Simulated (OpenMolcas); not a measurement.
A calculation on Mn.

* Program: OpenMolcas 26.06
* Method: CASSCF
* Basis: ANO-RCC-VQZP [7s6p4d3f2g1h]
* Scalar Hamiltonian: DKH2, point nucleus
* Active space: 7 electrons in 6 orbitals (3d 4s)
* State averaging: 2S+1 = 6 even, 6 roots; 2S+1 = 4 even, 43 roots kept (CI in the orbitals of an earlier block); 2S+1 = 2 even, 11 roots kept (CI in the orbitals of an earlier block, 0 in the spin-orbit step)
* Spin-orbit coupling: RASSI with atomic mean-field integrals over the reference wave functions, term energies averaged over their components

Q: Which level of the active space comes out lowest?

A: 3d⁵ 4s² ⁶S_5/2, with 100 % of that term; it is also the measured ground level.

Q: How high does 3d⁶ 4s ⁶D_9/2 lie?

A: 11673 cm⁻¹ above the lowest level; measured 17052 cm⁻¹ above the ground level, so the calculation is off by -32 %.

Q: How high does 3d⁶ 4s ⁶D_1/2 lie?

A: 12346 cm⁻¹ above the lowest level; measured 17637 cm⁻¹ above the ground level, so the calculation is off by -30 %.

Q: How high does 3d⁶ 4s ⁴D_5/2 lie?

A: 21070 cm⁻¹ above the lowest level; measured 23549 cm⁻¹ above the ground level, so the calculation is off by -11 %.

Measured values: NIST Handbook of Basic Atomic Spectroscopic Data.

Some high roots are left out of the spin-orbit mixing, which shifts the levels that they would mix with. Without dynamic correlation excited terms often stand tens of per cent too high (terms of higher spin than the ground term too low), and those without a measured partner can miss by more than the paired ones. Terms from blocks run as CI alone lack orbitals of their own. A single d shell beside an s shell can misplace configurations of different d count against each other. Computed and measured levels are paired by configuration, term and J; levels that our copy of the source lacks, or whose pairing is in doubt (as where it misses far off the trend of its configuration), stay unpaired and out of the deviations. Only configurations of the active space appear.
